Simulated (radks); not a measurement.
Nd18+, 42 electrons, occupied as [Kr] 4d6. Method: Dirac Kohn-Sham, LB94 model potential, spin-unpolarised, spherical densities, finite nucleus; open shells fill j = l - 1/2 first; Fermi nuclear charge, rms radius 4.9123 fm; computed with a radial shooting solver on a logarithmic mesh with Libxc functionals.

Spin-orbit splittings of the eigenvalues, e(l+1/2) - e(l-1/2), with zeta = 2 splitting/(2l+1) and mean radii in bohr:

| shell | occ. | splitting (eV) | zeta (eV) | <r> j=l-1/2 | <r> j=l+1/2 |
|---|---|---|---|---|---|
| 2p | 6 | ? | ? | 0.08397 | 0.09039 |
| 3p | 6 | 105.2 | 70.15 | 0.2543 | 0.2664 |
| 3d | 10 | 22.93 | 9.172 | 0.2375 | 0.2413 |
| 4p | 6 | 25.99 | 17.33 | 0.5902 | 0.6133 |
| 4d | 6 | 5.140 | 2.056 | 0.6288 | 0.6357 |

Estimate the 2p splitting.

Answer. 525.2 eV (zeta = 350.1 eV).
